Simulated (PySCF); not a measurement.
A GIAO shielding run with PySCF (density fitting, non-relativistic, gas phase) on `C(C#C)[C@@H]1C[SiH2][SiH2]1`, C5H10Si2:

```
$ OMP_NUM_THREADS=1 python probes_run.py task.json out

{"job": {"kind": "nmr", "xc": "PBE0", "basis": "pcSseg-1"}, "charge": 0, "multiplicity": 1}
C      2.399706    -0.943127     1.235825
C      1.984314    -0.399478     0.253804
C      1.450437     0.278265    -0.908317
C     -0.073965     0.396484    -0.852255
C     -0.576697     1.200773     0.373050
Si    -2.099352     0.155293     0.904547
Si    -1.083220    -1.242804    -0.647500
H      2.783483    -1.425451     2.084379
H      1.742507    -0.276958    -1.805910
H      1.903792     1.275524    -0.965365
H     -0.387378     0.911528    -1.766863
H      0.183484     1.188622     1.155889
H     -0.759519     2.248479     0.134253
H     -2.134384    -0.133104     2.342410
H     -3.377870     0.802174     0.579926
H     -1.715902    -1.657240    -1.908555
H     -0.246431    -2.366949    -0.219228
```

Hardware: 1 thread of an Intel Xeon, shared host. The job also computes population analyses, field gradients, ring-centre shieldings.

Problem. How large is the calculation?

Solution. 68 electrons, 183 basis functions and 993 auxiliary functions.

Problem. How long does it take, and how much memory does it need?

Solution. 100 s of wall time, with 14 SCF cycles and 5 response iterations; peak memory 0.76 GiB. Times on a shared host scatter by some tens of per cent.
